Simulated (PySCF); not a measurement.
Species: C2H3O4S (doublet state).
Structure used (GFN2-xTB), in Å, numbered top down from 1:
```
atom  x, y, z in Å
C1    -1.0954    0.6755    0.3289
S2    -0.7191   -0.8239   -0.4192
O3    -1.0559   -1.9382    0.3940
O4    -1.0106   -0.8261   -1.8090
O5     1.0487   -0.8143   -0.3764
C6     1.6281    0.2191    0.1190
O7     1.0984    1.2014    0.5763
H8    -1.3086    0.6738    1.3751
H9    -1.3092    1.5102   -0.3019
H10    2.7326    0.1274    0.0907
```

The hyperfine couplings belong to this conformer and change with its torsions.

Identity: `[CH2]S(=O)(=O)OC=O` [radical].

The calculation used UKS B3LYP, pcH-1 on C H O S, non-relativistic, mean-field spin-orbit, GIAO (PySCF 2.14.0). Isolated species at its GFN2-xTB geometry (one conformer only). Couplings are sensitive to structure, and on GFN2-xTB geometries they can be far from those on DFT ones. The SCF solution wasn't tested for stability.

The isotropic 13C couplings are +115.4, -9.5 MHz. Assign them to C1; C6.

```
site  a_iso (MHz)  ρ(0) (bohr⁻³)                 position  distance from C1 (Å)  spin population  largest |T| (MHz)
  C1       +115.4        +0.1029  largest spin population                  0.00            +0.86              147.2
  C6         -9.5        -0.0085          3 bonds from C1                  2.77            -0.02                4.1
```

Match the computed a_iso(17O) values -75.5, +4.8, -4.1 MHz (means over equivalent nuclei) with the sites O3/O4; O5; O7.

```
 site  a_iso (MHz)  ρ(0) (bohr⁻³)         position  distance from C1 (Å)  spin population  largest |T| (MHz)
O3/O4         -4.1        +0.0067  2 bonds from C1                  2.61            +0.02                9.2
   O5         +4.8        -0.0079  2 bonds from C1                  2.70            +0.02               11.7
   O7        -75.5        +0.1246  4 bonds from C1                  2.27            +0.13               52.9
```

The isotropic 1H couplings, averaged over equivalent nuclei, are -56.0, +44.5 MHz. Assign them to H8/H9; H10.

```csv
site,a_iso (MHz),ρ(0) (bohr⁻³),position,distance from C1 (Å),bound to,spin population there,largest |T| (MHz)
H8/H9,-56.0,-0.0125,"α, 1 bond from C1",1.07,C1,+0.86,37.4
H10,+44.5,+0.0100,4 bonds from C1,3.87,C6,-0.02,3.6
```

ρ(0) is the spin density at the nucleus and T the dipolar tensor; a_iso includes a spin–orbit part; entries for several nuclei are means. Largest spin populations (Mulliken): C1 (+0.86) and O7 (+0.13). No atom but C1 exceeds +0.15. The angles at C1 add up to 358.6°, so it is planar; its axial dipolar tensor and the negative couplings of its protons fit spin in a p orbital normal to that plane.

Class means assume fast exchange of nuclei equivalent by connectivity; if that motion is slow, each nucleus keeps its own coupling.

Time: 35 s (grids of density and orbitals included); peak memory 0.76 GiB. Hardware: AMD EPYC 7B13, one thread, shared host with 96 logical CPUs at a one-minute load of 18.
